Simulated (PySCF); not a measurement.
NMR data simulated for an unnamed compound:

1H NMR (400 MHz, computed): δ 8.72 (d, 2H), 8.03 (m, 1H), 7.90 (m, 2H).

13C{1H} NMR (computed): δ 186.3 (C), 142.5 (CH), 139.0 (CH), 134.5 (CH), 133.6 (C), 126.8 (C).

[PySCF 2.14: NMR shieldings at PBE0/pcSseg-1/GIAO; coordinates at the GFN2-xTB level; in vacuum; rapidly exchanging positions averaged; no relativistic terms; one conformer]

References, each an isolated molecule treated in the same way: TMS for 1H (σ = 31.72 ppm) and 13C (σ = 186.93 ppm).

Task: Which of these does the molecule contain: a vinyl group CH=CH2, a CF3 group, a benzene ring, an ester, an S-methyl group, a ketone?

Result: 
- A vinyl group CH=CH2: no.
- A CF3 group: yes (δC 126.8).
- A benzene ring: yes.
- An ester: no.
- An S-methyl group: no.
- A ketone: yes (δC 186.3).

The data belong to `O=C(c1ccccc1)C(F)(F)F`, C8H5F3O; they needn't prove each group on their own.

Carbon signals by region: 1 in the far downfield region (above 160 ppm), 5 in the sp2 and nitrile region (100–160 ppm). Above 160 ppm: 186.3, ketone carbonyl carbon.

Splittings by 19F in the carbon and heteronuclear signals aren't shown, as no couplings were computed. Shifts are as computed. Against solution values, carbons near 30 ppm lie about +3 ppm off and those near 130 ppm about +5 ppm. Of 1211 compounds with measured shifts, 218 miss one by over three times the rms of a fit or turn the order of signals round; such compounds aren't used in these exercises. Multiplicities follow the n + 1 count of equivalent neighbours, as no J values were calculated; m marks all less simple cases, F and P coupling included.
